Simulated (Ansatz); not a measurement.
Redistribution: GaH3 + GaH(SH)2 → 2 GaH2(SH)

Species: GaH3 `[GaH3]`, singlet; GaH(SH)2, singlet; GaH2(SH), singlet. The partners trade H for SH; both sit on Ga, so the bond types are kept.

Shapes, held fixed at every level: PBE0-D4/def2-TZVP. Flexible molecules stand in one conformer, not always the lowest. Programs: Ansatz 0.2.0. The zero-point and thermal change to 298 K, harmonic and unscaled (PBE0-D4/def2-TZVP), is +1.1 kJ/mol.

(1) Estimate ΔH(298 K) of this reaction.

## Answers

(1) The highest level, CCSD(T)/def2-TZVPP, gives ΔH(298 K) = -11.1 kJ/mol; the levels span -16.7 to -10.6. The column of differences is taken from that level and isn't an error. No measured value is set beside it here. Relativity is left out for Ga. Outer-core shells of Ga are correlated in most correlated rows, in sets that cover them unevenly.

```json
{"level": "HF/def2-SVP", "kind": "Hartree–Fock", "ΔH(298 K) (kJ/mol)": "-11.3", "less CCSD(T)/def2-TZVPP": "-0.2"}
{"level": "HF/def2-TZVPP", "kind": "Hartree–Fock", "ΔH(298 K) (kJ/mol)": "-10.6", "less CCSD(T)/def2-TZVPP": "+0.5"}
{"level": "SPW92/def2-TZVPP", "kind": "LDA", "ΔH(298 K) (kJ/mol)": "-16.7", "less CCSD(T)/def2-TZVPP": "-5.6"}
{"level": "B3LYP-D4/def2-TZVPP", "kind": "global hybrid", "ΔH(298 K) (kJ/mol)": "-11.5", "less CCSD(T)/def2-TZVPP": "-0.4"}
{"level": "PBE0-D4/def2-TZVPP", "kind": "global hybrid", "ΔH(298 K) (kJ/mol)": "-12.0", "less CCSD(T)/def2-TZVPP": "-0.9"}
{"level": "wB97M-V/def2-TZVPP", "kind": "range-separated hybrid", "ΔH(298 K) (kJ/mol)": "-11.5", "less CCSD(T)/def2-TZVPP": "-0.4"}
{"level": "CCSD/def2-TZVPP", "kind": "coupled cluster or CI", "ΔH(298 K) (kJ/mol)": "-11.2", "less CCSD(T)/def2-TZVPP": "-0.1"}
{"level": "CCSD(T)/def2-TZVPP", "kind": "coupled cluster or CI", "ΔH(298 K) (kJ/mol)": "-11.1", "less CCSD(T)/def2-TZVPP": "0.0"}
```
